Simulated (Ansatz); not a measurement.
Steps of a relaxation of `[F][SnH2][PH]S` with RKS PBE-D4/def2-SVP.

```sh
$ ansatz run in.yaml --threads 4 --pin off --events-out ev --progress --plain --max-ram 10444MiB
```

```yaml
crystal:
  periodic: [false, false, false]
  atoms:
    - {symbol: F, position_ang: [-2.254500, 0.379200, 0.553900]}
    - {symbol: Sn, position_ang: [-0.522400, 1.021300, 0.061000]}
    - {symbol: P, position_ang: [1.115400, -0.645400, 0.819400]}
    - {symbol: S, position_ang: [0.664900, -2.090800, -0.662900]}
    - {symbol: H, position_ang: [-0.406100, 1.182300, -1.695100]}
    - {symbol: H, position_ang: [-0.193900, 2.583500, 0.820000]}
    - {symbol: H, position_ang: [2.253700, -0.089400, 0.038500]}
    - {symbol: H, position_ang: [-0.564900, -2.398000, 0.009300]}
basis:
  gaussian: {orbitals: def2-SVP}
hamiltonian: {xc: pbe, dispersion: d4}
relax: {f_tol: 0.03, max_steps: 200}
```

Positions (Å) and forces (eV/Å) along the path, 16 of 16 steps:

```xyz
8
step=1 energy=-28717.8239 eV
F    -2.255    0.379    0.554   -1.165   -0.447    0.325
Sn   -0.522    1.021    0.061    1.428    1.742   -1.131
P     1.115   -0.645    0.819    1.463   -0.008    0.758
S     0.665   -2.091   -0.663   -1.599   -0.963    0.091
H    -0.406    1.182   -1.695   -0.311   -0.088    0.349
H    -0.194    2.583    0.820   -0.340   -0.228   -0.018
H     2.254   -0.089    0.038   -0.705   -0.089    0.389
H    -0.565   -2.398    0.009    1.230    0.081   -0.763
8
step=2 energy=-28718.0938 eV
F    -2.138    0.435    0.528   -0.200   -0.074    0.049
Sn   -0.386    1.146    0.000   -0.007   -0.210    0.260
P     1.166   -0.726    0.877    0.095    0.612   -0.181
S     0.635   -2.176   -0.648   -0.452   -0.202    0.031
H    -0.527    1.209   -1.721    0.110    0.056   -0.052
H    -0.300    2.650    0.867    0.047    0.057   -0.083
H     2.195   -0.063    0.068   -0.105   -0.408    0.157
H    -0.554   -2.533   -0.027    0.512    0.170   -0.181
8
step=3 energy=-28718.1344 eV
F    -2.187    0.438    0.538   -0.027   -0.026    0.019
Sn   -0.419    1.133    0.024    0.028   -0.036    0.039
P     1.161   -0.711    0.865    0.170    0.314   -0.096
S     0.639   -2.165   -0.663   -0.339   -0.102    0.048
H    -0.501    1.218   -1.704    0.027    0.017    0.000
H    -0.300    2.664    0.843   -0.011    0.004   -0.025
H     2.225   -0.114    0.060   -0.156   -0.208    0.155
H    -0.525   -2.521   -0.017    0.308    0.038   -0.140
8
step=4 energy=-28718.1540 eV
F    -2.210    0.486    0.542    0.052    0.013   -0.013
Sn   -0.430    1.168    0.042    0.009   -0.009    0.004
P     1.138   -0.693    0.850   -0.180   -0.149    0.023
S     0.572   -2.111   -0.717   -0.042    0.041    0.076
H    -0.441    1.236   -1.688   -0.038    0.023   -0.018
H    -0.332    2.716    0.833   -0.004   -0.023   -0.008
H     2.213   -0.177    0.050    0.140    0.079   -0.060
H    -0.417   -2.682    0.032    0.064    0.025   -0.003
8
step=5 energy=-28718.1481 eV rejected
F    -2.206    0.507    0.549   -0.015   -0.009   -0.019
Sn   -0.430    1.152   -0.003    0.010    0.078    0.183
P     1.102   -0.711    0.871   -0.048    0.151   -0.233
S     0.558   -2.077   -0.740   -0.011   -0.125    0.080
H    -0.528    1.282   -1.729    0.042   -0.052    0.037
H    -0.263    2.675    0.825   -0.014    0.027   -0.034
H     2.214   -0.172    0.122    0.039   -0.019    0.052
H    -0.356   -2.712    0.048   -0.003   -0.049   -0.066
8
step=6 energy=-28718.1590 eV
F    -2.208    0.499    0.542   -0.012   -0.001    0.004
Sn   -0.430    1.170    0.029    0.022    0.028    0.005
P     1.116   -0.700    0.849   -0.041   -0.030   -0.046
S     0.560   -2.105   -0.726   -0.002    0.005    0.026
H    -0.473    1.261   -1.701   -0.010    0.001    0.002
H    -0.307    2.710    0.829   -0.005   -0.003   -0.004
H     2.219   -0.173    0.080    0.013   -0.010    0.010
H    -0.384   -2.719    0.043    0.034    0.011    0.003
8
step=7 energy=-28718.1614 eV
F    -2.216    0.527    0.544    0.010    0.015   -0.002
Sn   -0.434    1.183    0.023   -0.024    0.013   -0.004
P     1.089   -0.704    0.840   -0.006   -0.030   -0.029
S     0.551   -2.104   -0.740   -0.015   -0.009    0.038
H    -0.493    1.287   -1.706   -0.002   -0.005    0.005
H    -0.292    2.720    0.825    0.002   -0.001    0.002
H     2.216   -0.188    0.101    0.005    0.006    0.009
H    -0.330   -2.778    0.055    0.028    0.011   -0.019
8
step=8 energy=-28718.1625 eV
F    -2.231    0.573    0.550    0.029    0.022   -0.008
Sn   -0.441    1.199    0.015   -0.048   -0.008    0.007
P     1.058   -0.710    0.831    0.023   -0.001   -0.004
S     0.543   -2.109   -0.751   -0.040   -0.051    0.033
H    -0.520    1.314   -1.713    0.005   -0.009    0.007
H    -0.267    2.730    0.821    0.011   -0.006   -0.002
H     2.213   -0.198    0.130   -0.036   -0.003    0.012
H    -0.262   -2.856    0.062    0.056    0.057   -0.045
8
step=9 energy=-28718.1631 eV
F    -2.239    0.590    0.550    0.016    0.012   -0.004
Sn   -0.444    1.198    0.016   -0.038   -0.007    0.011
P     1.052   -0.715    0.830    0.031    0.019   -0.013
S     0.546   -2.112   -0.756   -0.031   -0.033    0.040
H    -0.521    1.310   -1.712    0.004   -0.006    0.002
H    -0.258    2.727    0.822    0.013   -0.003   -0.005
H     2.204   -0.193    0.131   -0.027   -0.007    0.016
H    -0.248   -2.862    0.064    0.032    0.024   -0.047
8
step=10 energy=-28718.1639 eV
F    -2.257    0.625    0.557    0.008    0.000   -0.001
Sn   -0.453    1.195    0.016   -0.010    0.000    0.018
P     1.042   -0.720    0.831    0.000    0.022   -0.001
S     0.551   -2.114   -0.763   -0.001   -0.009    0.006
H    -0.528    1.299   -1.711   -0.003   -0.004   -0.002
H    -0.234    2.723    0.818    0.008    0.002   -0.008
H     2.191   -0.180    0.142   -0.012   -0.014    0.006
H    -0.220   -2.885    0.055    0.009    0.003   -0.018
8
step=11 energy=-28718.1647 eV
F    -2.286    0.689    0.578    0.023    0.009    0.002
Sn   -0.468    1.199    0.018    0.001    0.002    0.010
P     1.007   -0.729    0.836    0.012    0.009   -0.023
S     0.566   -2.113   -0.780   -0.033   -0.029    0.043
H    -0.553    1.284   -1.710   -0.009   -0.001   -0.001
H    -0.183    2.729    0.797   -0.011   -0.018   -0.013
H     2.164   -0.173    0.174   -0.007   -0.002    0.025
H    -0.154   -2.943    0.031    0.024    0.029   -0.043
8
step=12 energy=-28718.1653 eV
F    -2.294    0.731    0.602    0.046   -0.002   -0.005
Sn   -0.471    1.195    0.017   -0.049    0.032    0.026
P     0.990   -0.739    0.843   -0.006    0.009   -0.030
S     0.579   -2.110   -0.792   -0.023   -0.022    0.045
H    -0.581    1.266   -1.711    0.003   -0.009    0.001
H    -0.161    2.733    0.774    0.003   -0.030   -0.017
H     2.156   -0.166    0.210   -0.005   -0.020    0.016
H    -0.127   -2.967    0.003    0.031    0.043   -0.035
8
step=13 energy=-28718.1660 eV
F    -2.294    0.751    0.635    0.068    0.012   -0.024
Sn   -0.478    1.197    0.014   -0.044    0.000    0.025
P     0.973   -0.740    0.848    0.005   -0.012   -0.026
S     0.592   -2.098   -0.807    0.001    0.011    0.033
H    -0.603    1.228   -1.715   -0.008    0.007    0.019
H    -0.140    2.738    0.748   -0.007   -0.020   -0.023
H     2.159   -0.166    0.254   -0.033   -0.023    0.007
H    -0.118   -2.968   -0.033    0.019    0.025   -0.011
8
step=14 energy=-28718.1664 eV
F    -2.287    0.744    0.648    0.052    0.014   -0.016
Sn   -0.475    1.193    0.015   -0.045    0.005    0.004
P     0.970   -0.743    0.857    0.024   -0.001   -0.049
S     0.598   -2.088   -0.812    0.020    0.026    0.016
H    -0.614    1.221   -1.713    0.000   -0.008    0.016
H    -0.139    2.744    0.727   -0.003   -0.005    0.003
H     2.162   -0.172    0.271   -0.037   -0.015    0.018
H    -0.124   -2.955   -0.049   -0.010   -0.015    0.009
8
step=15 energy=-28718.1666 eV
F    -2.285    0.752    0.652    0.031    0.012   -0.010
Sn   -0.475    1.196    0.016   -0.042   -0.009   -0.001
P     0.965   -0.745    0.856    0.030   -0.005   -0.036
S     0.605   -2.092   -0.813    0.014    0.034    0.013
H    -0.617    1.215   -1.711    0.000    0.001    0.007
H    -0.136    2.747    0.725    0.002   -0.005    0.000
H     2.158   -0.171    0.275   -0.026   -0.016    0.017
H    -0.121   -2.960   -0.054   -0.009   -0.010    0.010
8
step=16 energy=-28718.1667 eV
F    -2.289    0.764    0.657    0.017    0.003   -0.005
Sn   -0.478    1.196    0.015   -0.019    0.000    0.004
P     0.960   -0.746    0.856    0.021   -0.009   -0.024
S     0.610   -2.091   -0.816    0.000    0.015    0.018
H    -0.624    1.211   -1.712   -0.001    0.002    0.000
H    -0.130    2.746    0.721    0.002   -0.006   -0.004
H     2.156   -0.173    0.282   -0.021   -0.004    0.013
H    -0.113   -2.965   -0.059    0.000   -0.001   -0.001
```

Hardware: 4 threads of an AMD EPYC 9R45 on a shared host. Wall time 8 s, peak host memory 0.17 GiB.
